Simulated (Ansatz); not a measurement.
Cost and result up the ladder for Hg4S3 (the lowest singlet isomer of a short search) (7 atoms). Charge 0, multiplicity 1. Geometry: r2SCAN-D4/def2-SVP.

```xyz
7

Hg   -1.2519    1.4144   -1.2286
Hg    0.9750   -0.6097   -0.1612
Hg    3.5577   -2.2179   -0.6080
Hg   -1.4659    0.2834    1.6850
S     0.3749   -1.1898    2.1119
S     0.7008    0.5156   -2.2862
S    -2.8905    1.8041    0.4871
```

Ansatz on 4 threads of Arm Neoverse V2 on a shared host. Times are rough, and most runs start from the orbitals of an earlier one. r2SCAN0-D4/def2-TZVP serves as the yardstick here, not as an exact answer. Differences are given only for rows in sets of like size (and for xTB, whose basis is part of the method), since another set adds its own error. Binding counts from free atoms at the same level (Hg singlet, S triplet; other spins of the atoms weren't run), without zero-point energy or a counterpoise term.

In the def2 sets Hg takes a core potential; there is no spin–orbit coupling. Correlated methods freeze 15 core orbitals; core or outer-core shells of Hg are correlated, in sets that lack core-valence functions. The structure comes from a short search, and lower isomers may exist.

Correlated methods converge slowly with the basis.

| level | functions | wall time | binding energy per atom (eV) | difference from r2SCAN0-D4/def2-TZVP (eV) |
| --- | --- | --- | --- | --- |
| LDA (SPW92)/def2-TZVP | 283 | 3.1 s | 1.81 | 0.51 |
| PBE-D4/def2-SVP | 182 | 3.1 s | 1.27 | – |
| PBE0-D4/def2-SVP | 182 | 6 s | 1.20 | – |
| PBE-D4/def2-TZVP (with forces) | 283 | 7.5 s | 1.39 | 0.09 |
| HF/def2-TZVP | 283 | 9.5 s | 0.48 | -0.81 |
| MP2/def2-TZVP | 283 | 12 s | 1.27 | -0.02 |
| PBE0-D4/def2-TZVP | 283 | 13 s | 1.33 | 0.04 |
| r2SCAN-D4/def2-TZVP | 283 | 16 s | 1.37 | 0.08 |
| RPA@PBE/def2-TZVP | 283 | 19 s | 1.03 | -0.26 |
| r2SCAN0-D4/def2-TZVP | 283 | 21 s | 1.30 | 0.00 |
